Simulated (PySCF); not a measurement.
A structure optimised at PBE0-D3(BJ)/def2-SVP, used in a PySCF frequency run:

```xyz
7

Pt     0.0000     0.0000     0.0000
Cl     0.0000     2.3306     0.0000
Cl     0.0000    -2.3306     0.0000
O      0.0000     0.0000    -3.0631
C      0.0000     0.0000    -1.9367
O      0.0000     0.0000     3.0631
C      0.0000     0.0000     1.9367
```
Charge 0, spin multiplicity 1.

### Question
Write its SMILES, formula and point group.

### Answer
[O+]#[C-]->[Pt]([Cl])([Cl])<-[C-]#[O+], C₂Cl₂O₂Pt, D2h

### Question
What are its rotational constants (standard atomic weights)?

### Answer
1.3123, 1.2948, 0.65175 GHz
